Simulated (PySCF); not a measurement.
Cl₄HSi₂, SMILES Cl[Si](Cl)[SiH](Cl)Cl (connectivity only; charge and spin as stated), charge +1, multiplicity 1. Atoms are numbered in the order given.

```xyz
7

Cl     1.9098    -2.0422    -0.5559
Si     0.9748    -0.3004    -0.2431
Cl     2.1066     1.1523     0.5366
Si    -1.3977    -0.0236    -0.4649
Cl    -1.9101    -0.7706     1.3640
Cl    -1.6480     1.9762    -0.6674
H     -1.8686    -0.8312    -1.6030
```
Charge +1, spin multiplicity 1.

Coordinates come from a B3LYP-D3(BJ)/def2-SVP optimisation. The multiplicity is an assumed one; no other spin state was optimised. The isomer is the one that the SMILES or the coordinates give; other isomers of the formula were not compared. One conformer was computed; it need not be the lowest.

All values below come from PySCF with SMD-B3LYP/def2-SVP.

Solvation free energies are E(SMD) − E(gas) at the gas-phase geometry, for 1 M in both phases.

Estimate the solvation free energies in water, dimethylsulfoxide, acetone. (An estimate is asked for; the answer gives what the named calculation found.)


```tsv
solvent	ΔG(solv) (kcal/mol)	its non-electrostatic (CDS) part
water	-48.6	2.0
dimethylsulfoxide	-52.1	-2.1
acetone	-51.9	-3.5
```
